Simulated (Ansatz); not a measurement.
Cost and result for the atomization energy of C$_{2}$H$_{8}$GaN (`CC[NH][GaH2]`) (12 atoms, 11 bonds).

Z-matrix (Å, degrees):
```
C
C 1 1.520
H 1 1.094 2 110.8
H 1 1.094 2 111.1 3 -119.8
H 1 1.093 2 110.7 3 119.6
N 2 1.445 1 113.3 3 -59.5
H 2 1.095 1 109.4 3 179.7
H 2 1.099 1 109.1 3 64.1
Ga 6 1.815 2 127.7 1 -115.3
H 6 1.009 2 112.8 1 62.0
H 9 1.562 6 116.0 2 -1.8
H 9 1.561 6 116.8 2 178.6
```

The species carries charge 0 and has multiplicity 1. Correlated methods include outer-core shells of Ga, which these sets cover unevenly. Scalar relativity is left out up to krypton. All single points use the PBE0-D4/def2-TZVP geometry. It is one conformer, not always the lowest. Program: Ansatz. All runs use 4 threads of an Intel Xeon on a shared host. Times are those of one run each, without the atoms' runs, and a repeat can differ threefold. Electronic energies, without spin–orbit coupling; frozen cores. CCSD(T)/CBS adds CCSD(T) − MP2 in def2-TZVPP to the MP2 limit, and its time is that of the two runs behind it. T1 = 0.014. With those shells the extrapolation isn't a true limit. B3LYP takes the VWN-RPA correlation (the form of Gaussian; ORCA's B3LYP/G).

CCSD(T)/CBS is a level of theory with its own doubt, some kJ/mol a heavy atom from the limit and from the frozen cores, so smaller differences don't rank the functionals.

| level | functions | wall time |
| --- | --- | --- |
| LDA (SPW92)/def2-TZVPP | 253 | 2.7 s |
| revPBE-D4/def2-TZVPP | 253 | 3.9 s |
| BLYP-D4/def2-TZVPP | 253 | 4 s |
| PBE-D4/def2-TZVPP (with forces) | 253 | 4.8 s |
| CAM-B3LYP-D4/def2-TZVPP | 253 | 7.5 s |
| r2SCANh-D4/def2-TZVPP | 253 | 8.6 s |
| B3LYP-D4/def2-TZVPP (with forces) | 253 | 9.5 s |
| B2PLYP/def2-TZVPP | 253 | 12 s |
| CCSD(T)/def2-SVP | 114 | 13 s |
| B97M-V/def2-TZVPP | 253 | 14 s |
| MP2/def2-QZVPP | 500 | 59 s |
| CCSD(T)/def2-TZVPP | 253 | 3.8 min |
| CCSD(T)/CBS(def2) | – | 4.7 min |

(1) What atomization energy does each give, and how far from CCSD(T)/CBS? (Best estimate.)

Results:

(1) Ansatz gave: 
```tsv
level	atomization (kJ/mol)	difference from CCSD(T)/CBS	per bond
LDA (SPW92)/def2-TZVPP	4649.7	550.9	50.1
revPBE-D4/def2-TZVPP	4054.7	-44.1	-4.0
BLYP-D4/def2-TZVPP	4071.7	-27.1	-2.5
PBE-D4/def2-TZVPP (with forces)	4143.1	44.3	4.0
CAM-B3LYP-D4/def2-TZVPP	4117.1	18.3	1.7
r2SCANh-D4/def2-TZVPP	4071.4	-27.4	-2.5
B3LYP-D4/def2-TZVPP (with forces)	4092.4	-6.4	-0.6
B2PLYP/def2-TZVPP	4050.4	-48.4	-4.4
CCSD(T)/def2-SVP	3902.5	-196.3	-17.8
B97M-V/def2-TZVPP	4103.1	4.3	0.4
MP2/def2-QZVPP	4083.1	-15.7	-1.4
CCSD(T)/def2-TZVPP	4009.1	-89.7	-8.2
CCSD(T)/CBS(def2)	4098.8	0.0	0.0
```

From PBE to PBE0 (25 % exact exchange), in def2-TZVPP and without D4, the atomization energy moves by −49.1 kJ/mol: exact exchange takes away binding that semilocal exchange gives to molecules. In def2-TZVPP, CCSD(T) changes the Hartree–Fock value by +1032.3 kJ/mol (the triples alone add +50.5 kJ/mol) and MP2 by +1053.0 kJ/mol; breaking electron pairs costs correlation energy, which Hartree–Fock lacks. The D4 term adds +34.4 kJ/mol with B3LYP and +18.1 kJ/mol with PBE0; it sums over pairs of atoms, weighted by their polarisabilities, and B3LYP, whose exchange is more repulsive, gets the larger term.
